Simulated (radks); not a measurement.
Charge is removed step by step from the 4s down level of neutral gallium, starting from [Ar] 3d10 4s(up 1, down 1) 4p1. All-electron calculation, scalar-relativistic Kohn-Sham, PBE, spin-polarised, spherical densities, point nucleus; open shells are filled with parallel spins first. Program: a radial shooting solver on a logarithmic mesh with Libxc functionals.

\begin{tabular}{lrrr}
removed (e) & E - E(0) (eV) & eigenvalue (eV) & E minus straight line (eV) \\ \hline
0 & 0.000 & -8.523 & 0.000 \\
0.125 & 1.120 & -9.397 & -0.410 \\
0.25 & 2.350 & -10.299 & -0.709 \\
0.375 & 3.695 & -11.227 & -0.893 \\
0.5 & 5.158 & -12.179 & -0.960 \\
0.625 & 6.740 & -13.153 & -0.907 \\
0.75 & 8.447 & -14.151 & -0.730 \\
0.875 & 10.279 & -15.164 & -0.428 \\
1 & 12.236 & -16.123 & 0.000 \\
\end{tabular}

Removing the whole electron costs 12.236 eV by Delta-SCF, against 8.523 eV from minus the eigenvalue at the starting occupation. Slater's transition state (half an electron removed) gives 12.179 eV. Integrating minus the eigenvalue over the occupation (Janak's theorem) gives 12.236 eV. In this scalar-relativistic scheme the density is built from large components alone, so the theorem holds only approximately. The mean slope of the eigenvalue, de/dn, is 7.60 eV per electron.
